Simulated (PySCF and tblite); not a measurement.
Results of a calculation; reference values are marked as such.
System: C5H5BCl2, numbered as in [Cl:1][B:2]([Cl:3])[CH:4]1[CH:5]=[CH:6][CH:7]=[CH:8]1.

Geometries: PBE0-D3(BJ)/def2-SVP; energies: BP86/pcSseg-1 + D3(BJ), IEF-PCM dimethylsulfoxide; zero-point and thermal terms from GFN2-xTB harmonic modes (soft modes blended into free rotors). Rates follow Eyring's equation with the number of equivalent paths and no tunnelling. Run with tblite and PySCF.

Problem. What barrier does the shift of B2 from C4 to C8 meet, and how fast is it at 298 K?

Solution. The electronic barrier is 2.8 kcal/mol and ΔG‡(298 K) 2.9 kcal/mol, over a Cs saddle with an imaginary mode of 166i cm⁻¹ (GFN2-xTB). With 1 equivalent path, k is 4.4×10¹⁰ s⁻¹, a mean lifetime of the start of 23 ps against this motion.
